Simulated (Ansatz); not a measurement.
Species: H$_{7}$BSi$_{2}$, SMILES `[SiH3]B[SiH3]` (charge 0, multiplicity 1).

Problem. Give a relaxed geometry from B3LYP-D3(BJ)/def2-TZVP run with Ansatz (a program for electronic structure).

Solution. the end point of this relaxation (outside a Z-matrix the atoms follow the SMILES, hydrogens last).
Z-matrix (Å, degrees):
```
B
H 1 1.1933
Si 1 2.0066 2 117.70
H 3 1.4835 1 113.81 2 159.62
H 3 1.4845 4 108.56 1 127.43
H 3 1.4911 4 107.73 5 116.51
Si 1 2.0078 2 116.96 3 -174.26
H 7 1.4832 1 114.22 2 -165.65
H 7 1.4853 8 108.47 1 -126.11
H 7 1.4903 8 107.89 9 -116.50
```
